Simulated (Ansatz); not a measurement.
Computed with Ansatz on PBE0-D4/def2-TZVP structures; ΔE is electronic, products minus reactants. CCSD(T)/CBS adds triple-zeta CCSD(T) − MP2 to the extrapolated MP2 energy (def2 sets, frozen cores). This one scheme is used for every species. DFT in def2-TZVPP. B3LYP here is the variant with VWN-RPA as its local correlation; programs differ in this. HSE06 is defined as in plane-wave codes. def2 core potentials past Kr. For Y outer-core shells are correlated without core-valence functions, which leaves a few kJ/mol of doubt a bond. One conformer a species, not always the lowest.

`[OH][Y]([OH])[F]` + H–F → `[OH][Y]([F])[F]` + H₂O  (ligand exchange at a Y–O bond)

```csv
level,ΔE (kJ/mol),difference from CCSD(T)/CBS
LDA (SPW92),-54.2,-0.1
PBE-D4,-60.0,-5.9
BLYP-D4,-60.5,-6.4
B97M-V,-62.4,-8.3
PBE0-D4,-57.7,-3.6
B3LYP-D4,-58.5,-4.4
r2SCANh-D4,-59.1,-5.0
r2SCAN0-D4,-57.5,-3.4
BHLYP-D4,-56.9,-2.8
CAM-B3LYP-D4,-58.5,-4.4
ωB97X-V,-59.5,-5.4
ωB97M-V,-57.1,-3.0
B2PLYP,-56.0,-1.9
PBE-QIDH,-53.7,0.4
PBE,-61.1,-7.0
revPBE,-63.2,-9.1
BLYP,-62.5,-8.4
r2SCAN,-60.5,-6.4
PBE0,-58.6,-4.5
B3LYP,-60.1,-6.0
r2SCANh,-59.4,-5.3
r2SCAN0,-57.9,-3.8
HSE06,-58.4,-4.3
BHLYP,-58.5,-4.4
CAM-B3LYP,-59.5,-5.4
LC-ωPBE,-61.6,-7.5
RPA@PBE/def2-TZVPP,-49.3,4.8
HF/def2-SVP,-62.9,-8.8
CCSD/def2-SVP,-57.0,-2.9
CCSD(T)/def2-SVP,-56.6,-2.5
HF/def2-TZVPP,-58.5,-4.4
MP2/def2-TZVPP,-47.0,7.1
SCS-MP2/def2-TZVPP,-49.3,4.8
CCSD/def2-TZVPP,-50.2,3.9
HF/def2-QZVPP,-61.7,-7.6
MP2/def2-QZVPP,-50.6,3.5
SCS-MP2/def2-QZVPP,-52.9,1.2
HF/CBS(def2),-62.1,-8.0
MP2/CBS(def2),-51.4,2.7
CCSD/CBS(def2),-54.7,-0.6
CCSD(T)/CBS,-54.1,0
```

Largest T1 diagnostic among the species: 0.015.

Leaving LDA and LC-ωPBE aside and taking each functional with its dispersion term where it has one, the values spread over 8.6 kJ/mol, from B97M-V to PBE-QIDH. LDA lies +6.8 kJ/mol from PBE without D4. From BLYP to BHLYP (50 % exact exchange), in def2-TZVPP and without D4, ΔE moves by +4.0 kJ/mol.
